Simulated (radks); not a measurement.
Problem. Radial electron density D(r) = 4 pi r^2 rho(r) of an atom or ion with 45 electrons. Method: Dirac Kohn-Sham, LDA (Slater exchange, Perdew-Wang correlation), spin-unpolarised, spherical densities, point nucleus; computed with a radial shooting solver on a logarithmic mesh with Libxc functionals.

```
   r/bohr * D(r) (the largest magnitude, 71.7, reaches the edge; | marks zero)
 0.002037 |  *
 0.002371 |   *
 0.002738 |    *
 0.003188 |     *
 0.003711 |       *
 0.004286 |         *
  0.00499 |           *
 0.005809 |              *
 0.006762 |                 *
  0.00781 |                     *
 0.009092 |                         *
  0.01058 |                             *
  0.01222 |                                 *
  0.01423 |                                     *
  0.01657 |                                        *
  0.01929 |                                          *
  0.02227 |                                           *
  0.02593 |                                           *
  0.03019 |                                         *
  0.03486 |                                       *
  0.04058 |                                     *
  0.04725 |                                     *
    0.055 |                                      *
  0.06352 |                                          *
  0.07395 |                                               *
  0.08609 |                                                    *
  0.09942 |                                                      *
   0.1157 |                                                    *
   0.1347 |                                               *
   0.1569 |                                        *
   0.1812 |                                    *
   0.2109 |                                   *
   0.2455 |                                      *
   0.2835 |                                          *
   0.3301 |                                          *
   0.3843 |                                    *
   0.4474 |                           *
   0.5167 |                  *
   0.6015 |            *
   0.7002 |          *
   0.8087 |           *
   0.9414 |           *
    1.096 |          *
    1.276 |       *
    1.473 |     *
    1.715 |   *
    1.997 | *
    2.306 |*
    2.685 |*
    3.126 |*
    3.639 |*
    4.202 *
    4.892 *
    5.695 *
    6.577 *
    7.657 *
    8.914 *
    10.38 *
    11.98 *
    13.95 *
```

What is the nuclear charge?

Solution. Z = 45. The innermost maximum, from 1s, lies near gamma/Z bohr with gamma = sqrt(1 - (Z/c)^2) = 0.945, here 0.021 bohr (found: 0.0230), and its height grows with Z. The density is that of neutral rhodium in [Kr] 4d7 5p2; the configuration itself is not fixed sharply by these data, and Z only to a few units. D(r) has 4 maxima, at r = 0.0230, 0.101, 0.307, 0.912 bohr, and minima at 0.0458, 0.199, 0.717 bohr, inside which lie 2.04, 11.13, 29.17 electrons.
